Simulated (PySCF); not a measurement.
# Static response to an electric field

C3H7BFN.
Cartesian coordinates in Å at the PBE0-D3(BJ)/def2-SVP level; atoms count from 1:
```xyz
13
C3H7BFN angstrom
B      2.7154   -0.5650    0.0829
N      1.2993   -0.0851   -0.2407
C      0.2329    0.2746   -0.4828
C     -1.1254    0.6990   -0.7577
C     -2.1561   -0.0498    0.0851
F     -3.3914    0.4180   -0.2489
H      2.6150   -1.7663    0.2950
H      3.3874   -0.3137   -0.9079
H      3.0659    0.0666    1.0700
H     -1.3384    0.5409   -1.8275
H     -1.2062    1.7813   -0.5650
H     -1.9764    0.1201    1.1592
H     -2.1073   -1.1328   -0.1141
```

Level: PBE0/def2-SVPD (PySCF), static field, nuclei fixed, core orbitals frozen in the response. The polarisability tensor in these axes (au):

```
x    96.05 -11.17   6.18
y   -11.17  55.73  -3.07
z     6.18  -3.07  53.72
```

Question: Give the principal values, the mean and the anisotropy Δα = √{½[(α1 − α2)² + (α2 − α3)² + (α1 − α3)²]}.

Answer: Principal values 51.38, 54.19 and 99.93 au; mean 68.50 au = 10.15 Å³ = 11.29 × 10⁻⁴⁰ C²·m²/J; Δα = 47.21 au (69 % of the mean).

Question: What is the dipole moment, and where does it point?

Answer: (-5.10, 1.54, -0.98) D, 5.42 D in size, pointing from the negative to the positive side. Measured along this direction, the outermost atoms are H8, H9 and H7 at the negative end and F6 at the positive end.

Question: What depolarisation ratio follows for Rayleigh scattering of linearly polarised light, taking the static tensor?

Answer: ρ = 3Δα²/(45ᾱ² + 4Δα²) = 6685.1/(211136 + 8913.5) = 0.0304.

Question: Along which axes do the principal values lie, and how far do the nuclei extend along each?

Answer: Largest value along (0.96, -0.25, 0.14), where the nuclei span 6.58 Å; middle along (-0.28, -0.67, 0.69), 2.64 Å; least along (0.08, 0.70, 0.71), 2.07 Å. The response follows the extents in order.

Question: What are the principal values of the traceless quadrupole moment, Θ = ½Σq(3rr − r²1), about the centre of nuclear charge?

Answer: -28.06, 13.28, 14.78 D·Å. The values depend on the origin, since the dipole doesn't vanish. The electronic extent ⟨r²⟩ about the same centre is 956 bohr², a root-mean-square distance of 2.41 Å for the 46 electrons.

Question: How large is μ²/3kT at 250 K beside α?

Answer: In Gaussian units μ²/3kT = 283.22 Å³ against 10.15 Å³, a ratio of 27.90; the Debye molar polarisation (4π/3)N_A(α + μ²/3kT) is 740.1 cm³/mol, leaving out the vibrational part.

The structure is a single PBE0-D3(BJ)/def2-SVP conformer in the gas phase; no vibrational or solvent corrections.
